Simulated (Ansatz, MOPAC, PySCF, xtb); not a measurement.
The molecule AsSe+, closed-shell singlet (lowest of 2S+1 = 1, 3, 5 at CCSD(T)/def2-TZVPP on PBE0 minima; our sources give no spin for the ground state, which may be another). No spin–orbit coupling. As is treated without relativity. Se is treated without relativity.

The constants come from a fifth-degree fit in 1/R (seven points, main isotopes). In def2 and cc sets the state is the lowest found near the PBE0 minimum, followed along R. The singlet is held restricted. HF and MP2 rows in def2 and cc sets belong to the determinant that coupled cluster picked by its CCSD energy.

Codes used: Ansatz (Gaussian basis) for Hartree–Fock, density functionals and correlated methods; MOPAC for AM1, PM3 (differences of heats of formation); PySCF for 3-21G rows, LANL2DZ rows, STO-3G rows; xtb for the GFN methods. Values without a source in brackets are computed.

```
level                                r_e (Å)  ω_e (cm⁻¹)  B_e (cm⁻¹)  ω_e x_e (cm⁻¹)
-----------------------------------  -------  ----------  ----------  --------------
AM1                                    2.038         379       0.105            0.93
PM3                                    2.023         383       0.107            0.57
GFN1-xTB                               2.069         497       0.102             1.3
GFN2-xTB                               2.068         473       0.102             1.5
HF/STO-3G                              2.037         559       0.105            0.59
HF/3-21G                               2.115         447      0.0975            0.67
HF/def2-TZVPP                          2.031         534       0.106            0.80
HF/def2-QZVPP                          2.029         534       0.106            0.80
SVWN5/def2-TZVPP                       2.070         463       0.102            0.91
PBE/def2-TZVPP                         2.094         450      0.0995            0.91
r2SCAN/def2-TZVPP                      2.071         472       0.102            0.91
B97M-V/def2-TZVPP                      2.065         478       0.102            0.93
B3LYP/LANL2DZ                          2.181         401      0.0917            0.77
B3LYP/def2-TZVPP                       2.080         465       0.101            0.89
PBE0/def2-TZVPP                        2.063         484       0.102            0.86
BHLYP/def2-TZVPP                       2.050         501       0.104            0.84
CAM-B3LYP/def2-TZVPP                   2.052         496       0.104            0.83
wB97X-V/def2-TZVPP                     2.041         514       0.105            0.80
wB97M-V/def2-TZVPP                     2.047         506       0.104            0.80
B2PLYP/def2-TZVPP                      2.093         440      0.0995             1.2
MP2/def2-TZVPP                         2.096         434      0.0992             1.2
MP2/def2-QZVPP                         2.080         439       0.101             1.2
MP2/CBS(def2-TZVPP, def2-QZVPP)        2.069         444       0.102             1.2
SCS-MP2/def2-TZVPP                     2.094         440      0.0994             1.1
SCS-MP2/def2-QZVPP                     2.080         444       0.101             1.2
CCSD/def2-TZVPP                        2.070         480       0.102            0.90
CCSD/def2-QZVPP                        2.055         486       0.103            0.91
CCSD(T)/def2-TZVPP                     2.091         450      0.0997             1.1
CCSD(T)/def2-QZVPP                     2.077         455       0.101             1.1
CCSD(T)/CBS(def2-TZVPP, def2-QZVPP)    2.068         460       0.102             1.1
```

Correlated levels freeze the inner cores; with def2 sets outer-core shells near the valence are correlated too. CBS(a, b) extrapolates the correlation energy as X⁻³ and adds the Hartree–Fock energy of set b. Rows in 3-21G, LANL2DZ, STO-3G carry no dispersion term and start afresh at each structure; the Pople sets are all-electron and without relativity. LANL2DZ brings its own core potentials from Na on. The state that AM1, PM3 reach isn't checked.

Doubts at one or more of the structures used: a restricted determinant that unrestricted orbitals would lower (HF/def2-TZVPP, HF/def2-QZVPP, MP2/def2-TZVPP, MP2/def2-QZVPP, MP2/CBS(def2-TZVPP, def2-QZVPP), SCS-MP2/def2-TZVPP, SCS-MP2/def2-QZVPP, CCSD/def2-TZVPP, CCSD/def2-QZVPP, CCSD(T)/def2-TZVPP, CCSD(T)/def2-QZVPP, CCSD(T)/CBS(def2-TZVPP, def2-QZVPP)).

Ansatz is an electronic-structure program.
